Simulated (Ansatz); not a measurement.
The cluster B2N3⁻. The state is a singlet with charge -1. Geometry r2SCAN-D4/def2-SVPD.

```xyz
5

B     0.062   -1.111   -0.740
B    -0.061    1.111    0.741
N     0.118   -2.202   -1.474
N    -0.128    2.208    1.465
N     0.009   -0.005    0.008
```

The restricted singlet is unstable towards broken spin symmetry at other levels; at PBE-D4/def2-SVPD, PBE0-D4/def2-SVPD, CAM-B3LYP-D4/def2-TZVPD, ωB97X-V/def2-TZVPD this wasn't settled. At PBE-D4/def2-SVPD an occupied level of the charge -1 singlet lies above an empty one (by up to 0.46 eV), so this SCF solution is probably not the lowest. At PBE0-D4/def2-TZVPD the restricted singlet is unstable: a solution with broken spin symmetry lies lower. The geometry of the singlet was relaxed on an unsound state (an occupied level 0.21 eV above an empty one). At PBE0-D4/def2-TZVPD a triplet of charge -1 lies 1.15 eV below the restricted singlet, each at its own geometry. The structure comes from a short search, and lower isomers may exist.

Estimate the orbital energies around the gap (eV) in Ansatz with PBE-D4/def2-SVPD, PBE0-D4/def2-SVPD, PBE0-D4/def2-TZVPD, CAM-B3LYP-D4/def2-TZVPD, ωB97X-V/def2-TZVPD.


```
orbital  PBE-D4/def2-SVPD  PBE0-D4/def2-SVPD  PBE0-D4/def2-TZVPD  CAM-B3LYP-D4/def2-TZVPD  ωB97X-V/def2-TZVPD
HOMO−13           -375.80            -386.76             -386.57                  -386.77             -387.31
HOMO−12           -172.63            -180.18             -179.84                  -180.95             -181.54
HOMO−11           -172.63            -180.18             -179.84                  -180.95             -181.54
HOMO−10            -16.34             -19.15              -19.42                   -21.11              -22.50
 HOMO−9            -13.99             -16.62              -16.90                   -18.46              -19.74
 HOMO−8            -13.93             -16.55              -16.82                   -18.37              -19.63
 HOMO−7             -8.95             -10.97              -10.95                   -12.62              -13.76
 HOMO−6             -4.44              -5.76               -5.77                    -7.42               -8.59
 HOMO−5             -4.10              -5.72               -5.71                    -7.21               -8.31
 HOMO−4             -2.82              -4.60               -4.67                    -6.21               -7.29
 HOMO−3             -2.76              -4.54               -4.59                    -6.14               -7.20
 HOMO−2             -2.20              -3.21               -3.21                    -4.70               -5.74
 HOMO−1             -1.77              -2.78               -2.76                    -3.67               -4.45
   HOMO             -0.65              -2.02               -2.03                    -3.45               -4.34
   LUMO             -1.11              -0.55               -0.54                     0.25                1.05
 LUMO+1              3.26               3.76                3.28                     3.60                4.20
 LUMO+2              4.28               4.75                3.97                     4.27                4.86
 LUMO+3              4.91               6.10                5.56                     5.99                6.73
 LUMO+4              5.23               6.20                6.03                     6.82                7.72
 LUMO+5              6.23               6.79                6.12                     6.88                7.78
```
